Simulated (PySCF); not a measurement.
# A survey of $^{19}$F NMR shifts

Computational details: geometry: GFN2-xTB, shieldings: GIAO PBE0/pcSseg-1, in PySCF 2.14.0 with density-fitted response routines (averaged over atoms made equivalent by symmetry, fast rotation or ring inversion, a single conformation, non-relativistic Hamiltonian, no solvent).

Shieldings were converted by a linear fit to measured shifts: $^{19}$F: δ = 146.13 − 0.903σ +14.6 on sp3 carbon (rms 6.0 ppm, 223 shifts, 7.0 ppm with the 5 outliers that the fit left out vs CFCl3, solution or neat liquid). A few per cent of atoms miss by over 2 rms, more outside the fitted compound classes.

Problem. Give the $^{19}$F shifts of `FCC1=C(F)C1`.

Solution. 
| compound | environment | δ (ppm) |
| --- | --- | --- |
| [F:1][CH2:2][C:3]1=[C:4]([F:5])[CH2:6]1 | F5: vinylic fluorine | -149.0 |
| [F:1][CH2:2][C:3]1=[C:4]([F:5])[CH2:6]1 | F1: fluorine on an sp3 carbon | -226.1 |

Problem. Match the shifts -110.6, -125.5, -269.6 ppm to `FC1=C[C@@H](O[SiH3])C=C1`, `C=C1CC(=O)[Si@@H]1CF`, `C#CCC(F)F`.

Solution. -110.6: C#CCC(F)F (fluorine of a CF2 group); -125.5: FC1=C[C@@H](O[SiH3])C=C1 (vinylic fluorine); -269.6: C=C1CC(=O)[Si@@H]1CF (fluorine on an sp3 carbon).
